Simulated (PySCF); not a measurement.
Structure problem from calculated spectra and properties.

Elements present: C, F and O. Monoisotopic mass: 165.9853 u.

* UV, strongest line: among the 10 lowest singlet transitions: S7 at 9.31 eV (133 nm, f = 0.146) [TDDFT CAM-B3LYP/def2-SVPD]
* Polarisability: 44.0 au [CAM-B3LYP/def2-SVPD]
* Valence photoelectron: vertical ionisation energy: 12.13 eV [ΔSCF CAM-B3LYP/def2-SVPD]
* NMR, other nuclei: isotropic shieldings of nuclei other than C and H, by class: -380 (1 O), 303 (6 F) ppm [GIAO HF/pcSseg-2]
* 13C NMR: chemical shifts (computed TMS as zero) by class: 183.6 (1 C), 106.6 (2 C) ppm [GIAO HF/pcSseg-2]
* UV, first state: lowest singlet excitation: 4.12 eV (301 nm, f = 0.000) [TDDFT CAM-B3LYP/def2-SVPD]
* Couplings: largest of the computed one-bond spin–spin couplings (means over like bonds): 19F–13C -359.2 (×6) Hz [B3LYP/pcJ-1]
* Triplet: lowest triplet excitation (Tamm–Dancoff): 3.45 eV [TDA CAM-B3LYP/def2-SVPD]
* Rotational structure: rotational constants A, B, C: 2.194, 1.045, 0.942 GHz [PBE0-D3(BJ)/def2-SVP]

Gas-phase values; electronic properties from PySCF, density fitting. Levels stand in brackets. Geometry: PBE0-D3(BJ)/def2-SVP; no solvent, vibrations or thermal averaging. NMR values are class means; diastereotopic atoms form classes of their own.

Task: Which formula fits the mass and the elements?

Result: C3F6O (calculated 165.9853). No other formula that holds each of these elements comes within 0.0003 u with a fitting electron parity and a possible valence count.

Task: What is the compound? Reason from the data.

Result: Numbering: `[O:1]=[C:2]([C:3]([F:4])([F:5])[F:6])[C:7]([F:8])([F:9])[F:10]`. Its formula, C3F6O, gives 1 degree of unsaturation: 0 rings and 1 π bond in the structure found. 3 carbons fall into 2 classes; from least to most shielded: ketone carbonyl carbon [C2] (183.6 ppm), CF3 carbon [C3/C7] (106.6 ppm, 2 C). The other shieldings belong to: -380 ppm, ketone oxygen [O1]; 303 ppm, fluorine of a CF3 group [F4/F5/F6/F8/F9/F10]. The couplings run between: -359.2 Hz, fluorine of a CF3 group [F4] and CF3 carbon [C3] (with 5 like pairs). S1 is mainly HOMO→LUMO (weight 0.97); the largest Löwdin shares of the orbital it empties are 0.53 on the ketone oxygen, 0.12 on the ketone carbonyl carbon and 0.08 on each of 2 atoms of one kind (CF3 carbon), of the orbital it fills 0.39 on the ketone carbonyl carbon, 0.37 on the ketone oxygen and 0.04 on each of 2 atoms of one kind (CF3 carbon). By its constants the optimised geometry is an asymmetric top. Structure: `O=C(C(F)(F)F)C(F)(F)F`. The assignments are read from this structure; whether some other isomer fits the data as well wasn't checked.

The values belong to the conformer `[O:1]=[C:2]([C:3]([F:4])([F:5])[F:6])[C:7]([F:8])([F:9])[F:10]`: O1–C2–C3–F4 -14°, O1–C2–C7–F8 99°.
